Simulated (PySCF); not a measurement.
Cd(OH)(SeH) (CdH2OSe), SMILES [SeH][Cd][OH]. Geometry: B3LYP-D3(BJ)/def2-TZVP. The def2 effective core potentials stand for the cores of Cd; spin–orbit coupling is left out. One conformer was computed; it need not be the lowest.

Computed with B3LYP-D3(BJ)/def2-TZVP (PySCF).

Harmonic wavenumbers (cm⁻¹): 97, 101, 141, 232, 570, 591, 778, 2393, 3820. Rotational constants (GHz): 172.5, 1.181, 1.177; symmetry number 1.

Problem. Work out the zero-point energy and the ideal-gas rigid-rotor harmonic-oscillator thermochemistry at 298.15 K and 1 atm.

Solution. ZPE = ½ Σ hcν = ½ × 8723 cm⁻¹ = 52.18 kJ/mol. H − E(el) = 70.16 kJ/mol. Entropy in J/(mol K): translation 175.40, rotation 103.38, vibration 53.59, total 332.37. G − E(el) = -28.93 kJ/mol. Cp = 76.94 J/(mol K). Modes under 150 cm⁻¹ make the vibrational entropy uncertain.
